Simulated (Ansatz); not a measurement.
Start from `BC(C)(C)C` and change one atom or group to get `CC(C)(C)CS`.

Ansatz, PBE0-D4/def2-TZVP geometries, multiplicity 1. Each molecule was computed in one conformer, which needn't be the lowest.

| property | `BC(C)(C)C` |
| --- | --- |
| LUMO energy (PBE/def2-TZVPP) / eV | -2.17 |
| size of the dipole moment (B3LYP/def2-TZVPP) / D | 0.65 |
| HOMO energy (ωB97M-V/def2-TZVPP) / eV | -10.40 |
| HOMO–LUMO gap (PBE/def2-TZVPP) / eV | 4.64 |
| size of the dipole moment (PBE/def2-TZVPP) / D | 0.76 |
| size of the dipole moment (ωB97M-V/def2-TZVPP) / D | 0.65 |

(1) Give the same properties after the change, and the shifts. (An estimate is asked.)

## Answers

(1) Computed: 
| property | `CC(C)(C)CS` | shift |
| --- | --- | --- |
| LUMO energy (PBE/def2-TZVPP) / eV | -0.39 | 1.78 |
| size of the dipole moment (B3LYP/def2-TZVPP) / D | 1.55 | 0.90 |
| HOMO energy (ωB97M-V/def2-TZVPP) / eV | -8.99 | 1.41 |
| HOMO–LUMO gap (PBE/def2-TZVPP) / eV | 5.13 | 0.49 |
| size of the dipole moment (PBE/def2-TZVPP) / D | 1.54 | 0.78 |
| size of the dipole moment (ωB97M-V/def2-TZVPP) / D | 1.53 | 0.88 |

With PBE0 the HOMO rises by 1.36 eV and the LUMO rises by 1.65 eV, so the gap widens by about 0.29 eV. PBE moves the HOMO by 1.29 eV and ωB97M-V by 1.41 eV. Dipoles are sizes alone; their direction can turn.

B3LYP here is the variant with VWN-RPA as its local correlation; programs differ in this.
